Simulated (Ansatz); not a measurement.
# Molecular dynamics of CH4AsN

The input (input.yaml):

```yaml
crystal:
  periodic: [false, false, false]
  atoms:
    - { symbol: C, position_ang: [0.110619, 0.136459, -2.610778] }
    - { symbol: "N", position_ang: [0.037072, 0.268133, -1.478093] }
    - { symbol: H, position_ang: [0.179364, 0.01207, -3.675539] }
    - { symbol: As, position_ang: [0.305268, 0.360641, 1.822223] }
    - { symbol: H, position_ang: [0.518514, -1.038146, 1.287789] }
    - { symbol: H, position_ang: [0.002536, -0.129989, 3.229194] }
    - { symbol: H, position_ang: [-1.153274, 0.390733, 1.425103] }
basis:
  gaussian: { orbitals: def2-SVP }
hamiltonian:
  xc: { name: BHLYP }
  dispersion: d4
md:
  timestep: 1.0
  n_steps: 100
  ensemble: nve
  temperature: 1000.0
  initial_velocities: maxwell_boltzmann
  seed: 284
scf:
  lower_state_search: "off"
```

Launched with:

```bash
$ ansatz run input.yaml --threads 1 --pin off --max-ram 2048MiB --backend cpu --events-out ev --progress --plain --runs-dir out
```

It starts from a partly relaxed structure (largest force component 0.21 eV/Å).

Output, in part (step lines, the closing report, with atoms numbered from 0):

```
md step     0: t =     0.00 fs  T =  1000.0 K  F+E_penalty+E_count = -63420.54768917 eV  E_kin = 0.646300 eV  conserved = -63419.90138918 eV  (14 SCF iters)
[... lines left out ...]
Total energy: -63420.30571832 eV, -2330.6532473210 hartree
Atom 0 at     0.295680     0.393660    -2.425000 Å, force    -0.611495    -0.033182     0.703279 eV/Å
Atom 1 at    -0.222158    -0.015449    -1.479591 Å, force     0.687168     0.346502    -1.377827 eV/Å
Atom 2 at     0.724538     0.849587    -3.315070 Å, force    -0.138883    -0.372165     0.524932 eV/Å
Atom 3 at     0.308804     0.344149     1.766467 Å, force    -0.389427     0.855506    -0.261253 eV/Å
Atom 4 at     0.757592    -0.851624     2.518468 Å, force     0.628022    -0.254145     0.722743 eV/Å
Atom 5 at     0.283144     1.414446     2.882645 Å, force     0.298126    -0.646457    -0.021219 eV/Å
Atom 6 at    -1.083833    -0.076058     2.131806 Å, force    -0.473511     0.103942    -0.290655 eV/Å
Dipole moment:     0.236556     0.194713    -0.495929 e Å
```

The steps, from the saved trajectory:

```json
{"time (fs)": "0.0", "T (K)": "1000", "potential energy less start (eV)": "0.000", "conserved less start (meV/atom)": "0.00"}
{"time (fs)": "3.0", "T (K)": "711", "potential energy less start (eV)": "0.193", "conserved less start (meV/atom)": "0.91"}
{"time (fs)": "6.0", "T (K)": "630", "potential energy less start (eV)": "0.243", "conserved less start (meV/atom)": "0.61"}
{"time (fs)": "9.0", "T (K)": "561", "potential energy less start (eV)": "0.289", "conserved less start (meV/atom)": "0.66"}
{"time (fs)": "12.0", "T (K)": "634", "potential energy less start (eV)": "0.242", "conserved less start (meV/atom)": "0.79"}
{"time (fs)": "15.0", "T (K)": "824", "potential energy less start (eV)": "0.115", "conserved less start (meV/atom)": "0.18"}
{"time (fs)": "18.0", "T (K)": "583", "potential energy less start (eV)": "0.276", "conserved less start (meV/atom)": "0.92"}
{"time (fs)": "21.0", "T (K)": "606", "potential energy less start (eV)": "0.256", "conserved less start (meV/atom)": "0.31"}
{"time (fs)": "24.0", "T (K)": "364", "potential energy less start (eV)": "0.418", "conserved less start (meV/atom)": "0.91"}
{"time (fs)": "27.0", "T (K)": "457", "potential energy less start (eV)": "0.355", "conserved less start (meV/atom)": "0.52"}
{"time (fs)": "30.0", "T (K)": "563", "potential energy less start (eV)": "0.286", "conserved less start (meV/atom)": "0.45"}
{"time (fs)": "33.0", "T (K)": "451", "potential energy less start (eV)": "0.360", "conserved less start (meV/atom)": "0.84"}
{"time (fs)": "36.0", "T (K)": "496", "potential energy less start (eV)": "0.327", "conserved less start (meV/atom)": "0.22"}
{"time (fs)": "39.0", "T (K)": "247", "potential energy less start (eV)": "0.495", "conserved less start (meV/atom)": "1.16"}
{"time (fs)": "42.0", "T (K)": "472", "potential energy less start (eV)": "0.343", "conserved less start (meV/atom)": "0.28"}
{"time (fs)": "45.0", "T (K)": "492", "potential energy less start (eV)": "0.333", "conserved less start (meV/atom)": "0.70"}
{"time (fs)": "48.0", "T (K)": "526", "potential energy less start (eV)": "0.311", "conserved less start (meV/atom)": "0.60"}
{"time (fs)": "51.0", "T (K)": "497", "potential energy less start (eV)": "0.327", "conserved less start (meV/atom)": "0.29"}
{"time (fs)": "54.0", "T (K)": "254", "potential energy less start (eV)": "0.489", "conserved less start (meV/atom)": "1.03"}
{"time (fs)": "57.0", "T (K)": "397", "potential energy less start (eV)": "0.392", "conserved less start (meV/atom)": "0.40"}
{"time (fs)": "60.0", "T (K)": "412", "potential energy less start (eV)": "0.386", "conserved less start (meV/atom)": "0.83"}
{"time (fs)": "63.0", "T (K)": "611", "potential energy less start (eV)": "0.254", "conserved less start (meV/atom)": "0.37"}
{"time (fs)": "66.0", "T (K)": "522", "potential energy less start (eV)": "0.313", "conserved less start (meV/atom)": "0.52"}
{"time (fs)": "69.0", "T (K)": "335", "potential energy less start (eV)": "0.435", "conserved less start (meV/atom)": "0.75"}
{"time (fs)": "72.0", "T (K)": "330", "potential energy less start (eV)": "0.437", "conserved less start (meV/atom)": "0.56"}
{"time (fs)": "75.0", "T (K)": "328", "potential energy less start (eV)": "0.441", "conserved less start (meV/atom)": "0.92"}
{"time (fs)": "78.0", "T (K)": "610", "potential energy less start (eV)": "0.254", "conserved less start (meV/atom)": "0.25"}
{"time (fs)": "81.0", "T (K)": "552", "potential energy less start (eV)": "0.295", "conserved less start (meV/atom)": "0.77"}
{"time (fs)": "84.0", "T (K)": "535", "potential energy less start (eV)": "0.303", "conserved less start (meV/atom)": "0.40"}
{"time (fs)": "87.0", "T (K)": "391", "potential energy less start (eV)": "0.399", "conserved less start (meV/atom)": "0.73"}
{"time (fs)": "90.0", "T (K)": "388", "potential energy less start (eV)": "0.402", "conserved less start (meV/atom)": "0.87"}
{"time (fs)": "93.0", "T (K)": "630", "potential energy less start (eV)": "0.241", "conserved less start (meV/atom)": "0.25"}
{"time (fs)": "96.0", "T (K)": "587", "potential energy less start (eV)": "0.273", "conserved less start (meV/atom)": "0.86"}
{"time (fs)": "99.0", "T (K)": "666", "potential energy less start (eV)": "0.218", "conserved less start (meV/atom)": "0.29"}
```

All steps were run. The conserved energy stayed within 1.2 meV per atom of its start (net change 0.38 meV per atom), so the integration is sound. The temperature averaged 0.47 of the 1000 K drawn at the start: a run that starts near a minimum puts about half its kinetic energy into the potential. A run of 0.1 ps of so small a system gives no equilibrium averages.

The same pairs are bonded in the first frame and the last. Pairs count as bonded within 1.25 times the sum of covalent radii (0.12 Å more for H–H).

Last frame:

```xyz
7
Properties=species:S:1:pos:R:3
C 0.296 0.394 -2.425
N -0.222 -0.015 -1.480
H 0.725 0.850 -3.315
As 0.309 0.344 1.766
H 0.758 -0.852 2.518
H 0.283 1.414 2.883
H -1.084 -0.076 2.132
```

The run took 2.7 min on 1 thread of Intel(R) Xeon(R) Platinum 8488C (Sapphire Rapids) (shared host), peak memory 0.18 GiB.
